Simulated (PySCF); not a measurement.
**Ionising ZnBr**

PBE; Zn def2-TZVPPD, Br def2-TZVPPD; no relativity (PySCF 2.14). Neutral (UKS): doublet (σ ↑), Re = 2.324 Å, ωe = 258 cm⁻¹, De = 1.90 eV, HOMO -5.65 eV, LUMO -4.60 eV.

ZnBr⁺ (UKS): singlet (closed shell), Re = 2.205 Å, ωe = 326 cm⁻¹, De = 2.64 eV to Zn⁺ + Br. The energies at the minima are -4352.92102 hartree for ZnBr and -4352.60251 for ZnBr⁺.

(1) Work out the adiabatic ionisation energy, without and with harmonic zero-point energies (1 hartree = 27.2114 eV, 1 eV = 8065.5 cm⁻¹), and the change of the bond length.

ZnBr⁻ (UKS): singlet (closed shell), Re = 2.736 Å, ωe = 118 cm⁻¹, De = 0.57 eV to Zn + Br⁻. The energies at the minima are -4352.92102 hartree for ZnBr and -4353.00089 for ZnBr⁻.

(2) Work out the adiabatic electron affinity, without and with harmonic zero-point energies (1 hartree = 27.2114 eV, 1 eV = 8065.5 cm⁻¹), and the change of the bond length.

For an ion De counts to the pair picked by the measured ionisation energies or electron affinities, which need not be the lowest pair at this level. The highest Kohn–Sham level is positive in this anion. Much of that is self-interaction error, but it also means that the finite basis helps to hold the extra electron. States were picked by a PBE0 search and need not be the measured ground states.

## Answers

(1) At PBE: 0.31851 hartree = 8.667 eV between the minima; the zero-point term (326.0 − 258.0)/2 cm⁻¹ = +0.004 eV makes it 8.671 eV. Re changes by -11.9 pm against the neutral. The electron leaves a σ orbital, and the shorter bond of the ion fits an antibonding orbital, or a change in how ionic the bond is.

(2) At PBE: 0.07987 hartree = 2.173 eV between the minima; the zero-point term (258.0 − 118.0)/2 cm⁻¹ = +0.009 eV makes it 2.182 eV. Re changes by +41.2 pm against the neutral. The electron enters a σ orbital, and the ion is left as a loose complex of an ion and an atom.
